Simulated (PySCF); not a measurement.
B3LYP has the VWN-RPA correlation part, as in Gaussian. Delta-SCF ions had no search for a lower state. Excitations are Tamm–Dancoff values on a coarser integration grid. The basis has no diffuse functions, so Rydberg states are missing or too high.

Z-matrix (Å, degrees):
```
C
N 1 1.3598
N 2 1.3542 1 113.31
C 3 1.3250 2 105.79 1 -0.94
C 1 1.4046 2 105.09 3 -0.38
N 5 1.3999 1 132.22 2 172.76
N 6 1.2506 5 124.72 1 42.42
C 7 1.4224 6 123.78 5 11.18
C 8 1.4031 7 117.55 6 -139.17
H 9 1.0919 8 118.47 7 5.01
C 9 1.3949 10 121.26 8 -179.63
H 11 1.0927 9 119.71 10 0.75
C 11 1.3985 12 120.09 9 178.91
H 13 1.0923 11 120.25 12 0.15
C 13 1.4001 14 120.17 11 178.97
H 15 1.0929 13 119.97 14 -0.50
C 15 1.3943 16 119.47 13 179.90
H 17 1.0906 15 120.42 16 0.17
C 2 1.4468 3 119.20 4 175.55
H 19 1.0960 2 107.03 3 11.43
H 19 1.1005 20 109.42 2 -120.30
H 19 1.1027 20 109.03 21 -119.00
C 1 1.4900 2 122.98 3 176.05
H 23 1.0972 1 110.18 2 -149.20
H 23 1.1002 24 108.08 1 -122.07
H 23 1.1029 24 106.87 25 -116.46
C 4 1.4924 3 122.80 2 179.88
H 27 1.0986 4 110.23 3 19.24
H 27 1.1006 28 109.85 4 -121.45
H 27 1.1031 28 108.13 29 -116.44
```
Charge 0, multiplicity 1.

What is the computed S1 oscillator strength, T1 excitation (TDA), LUMO, dipole moment, S1–T1 gap (TDA), total energy, vertical ionisation energy (Delta-SCF) and brightest of the four lowest singlets (TDA) (B3LYP-D3(BJ)/def2-SVP run with PySCF)?


| Quantity | Result |
|---|---|
| S1 oscillator strength | 0.054 |
| T1 excitation (TDA) | 1.59 eV |
| LUMO | -1.90 eV |
| dipole moment | 4.48 D |
| S1–T1 gap (TDA) | 0.97 eV |
| total energy | -684.2071 Ha |
| vertical ionisation energy (Delta-SCF) | 7.25 eV |
| brightest of the four lowest singlets (TDA) | 4.18 eV |
